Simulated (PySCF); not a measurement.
BeClH3Si, SMILES [Be]([SiH3])[Cl]. Atoms are numbered in the order given.

```xyz
6

Be     0.0000     0.0000    -0.2093
Cl     0.0000     0.0000    -2.0121
Si     0.0000     0.0000     1.9647
H      1.2009     0.6933     2.5121
H      0.0000    -1.3867     2.5121
H     -1.2009     0.6933     2.5121
```

Coordinates come from a PBE0-D3(BJ)/def2-TZVP optimisation.

Computed with PySCF with PBE0/pcJ-1.

Isotropic couplings with Fermi-contact, spin-dipole and both spin-orbit terms, one fixed conformer, no vibrational averaging. Isotopes: 1H, 29Si.

Computed spin–spin coupling constants:
```csv
pair,bonds apart,J (Hz)
Si3–H4,1,-185.8
Si3–H5,1,-185.8
Si3–H6,1,-185.8
H4–H5,2,-7.1
H4–H6,2,-7.1
H5–H6,2,-7.1
```
